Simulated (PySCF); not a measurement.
# Working with the constants of PrI

BHandHLYP constants of PrI, quintet, about 3.0 electrons in the 4f shell (Mulliken), real f orbitals that mix terms (PySCF, spin-free X2C with a Gaussian nucleus, basis sets Pr x2c-SVPall, I x2c-SVPall; masses 140.9076 and 126.9045 u):

* ωe: 158.8 cm⁻¹
* ωexe: 0.277 cm⁻¹
* Be: 0.027631 cm⁻¹
* αe: 6.7e-05 cm⁻¹
* D (centrifugal): 3.35e-09 cm⁻¹
* De to Pr (4f3 6s2) + I: 3.46 eV

Problem. Give the vibrational terms G(v) and spacings up to v = 6.

Solution. G(v) = ωe(v+½) − ωexe(v+½)².

```csv
v,G(v) (cm⁻¹),G(v) − G(v−1),Bv (cm⁻¹)
0,79.3,,0.02760
1,237.6,158.2,0.02753
2,395.3,157.7,0.02746
3,552.4,157.1,0.02740
4,709.0,156.6,0.02733
5,865.0,156.0,0.02726
6,1020.5,155.5,0.02720
```

Problem. How well does the Morse estimate ωe²/(4ωexe) reproduce De, and what is D0?

Solution. It gives 2.82 eV, 82 % of the computed De. D0 = De − G(0) = 3.46 − 0.01 = 3.45 eV.

Spin–orbit coupling is left out, which matters for elements this heavy, above all for dissociation energies. With d or f electrons several states lie close, and the lowest PBE0 determinant need not be the measured ground state.
